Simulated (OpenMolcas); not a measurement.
## neutral magnesium: effect of the IPEA shift

```json
{
  "Program": "OpenMolcas 26.06",
  "Basis": "ANO-RCC-VTZP [5s4p2d1f]",
  "Scalar Hamiltonian": "DKH2, point nucleus",
  "Active space": "2 electrons in 9 orbitals (RAS2 3s 3p; RAS3 3d, at most 2 electrons)",
  "State averaging": "2S+1 = 3 even, 3 roots; 2S+1 = 1 even, 1 root; 2S+1 = 3 odd, 3 roots; 2S+1 = 1 odd, 3 roots",
  "Spin-orbit coupling": "state interaction with AMFI integrals over the reference wave functions, term energies averaged over their components"
}
```

Methods on the same reference wave functions:
A. RASSCF
B. SS-RASPT2, IPEA 0 Eh, imaginary shift 0.1 Eh (closed shells correlated: 2s 2p)
C. SS-RASPT2, IPEA 0.25 Eh, imaginary shift 0.1 Eh (closed shells correlated: 2s 2p)

Energies in cm⁻¹ above 3s² ¹S₀, the measured ground level; measured values from NIST Handbook of Basic Atomic Spectroscopic Data.

```json
{"Level": "3s² ¹S₀", "A": "0.0", "B": "0.0", "C": "0.0", "Measured": "0.0"}
{"Level": "3s 3p ³P°₀", "A": "21075", "B": "21557", "C": "21565", "Measured": "21850"}
{"Level": "3s 3p ³P°₁", "A": "21091", "B": "21573", "C": "21581", "Measured": "21870"}
{"Level": "3s 3p ³P°₂", "A": "21123", "B": "21605", "C": "21613", "Measured": "21911"}
{"Level": "3s 3p ¹P°₁", "A": "37726", "B": "36968", "C": "37014", "Measured": "35051"}
```

Deviations, from unrounded energies. A percentage is the sum of absolute deviations over the sum of measured energies, with the sign that they share, or ± where signs differ.

| Against measurement | Levels | A | B | C |
| --- | --- | --- | --- | --- |
| mean absolute deviation (cm-1) | 4 | 1300 | 700 | 710 |
| other configurations (%) | 4 | ±5.0 | ±2.8 | ±2.8 |

B, C lie about equally close to measurement and A furthest from it. The largest miss of B in the table is 3s 3p ¹P°₁, by +1900 cm-1. The ranking rests on the paired levels alone, and a cruder setting can come out closer through cancelling errors.

Between B and C the level of the table that moves most is 3s 3p ¹P°₁, by 46 cm-1 (lowest in B, highest in C).

The lowest spin-free term lies below A's lowest term by 0.240 hartree in B, 0.240 hartree in C.

Active for correlation alone: 3d; no level in the range computed is led by a configuration that fills it, so any true level of that kind is missing. Without dynamic correlation excited terms often stand tens of per cent too high (terms of higher spin than the ground term too low), and those without a measured partner can miss by more than the paired ones (holds for A). Measured partners are found by configuration, term and J. A level has none where our copy of the source lacks it or the pairing is in doubt (some pairs that miss far off the trend of their configuration count as doubtful), and it then counts in no deviation. Levels of configurations outside the active space are missing. Levels that lie high or do not pair safely by name in every column are left out.

° marks odd parity.
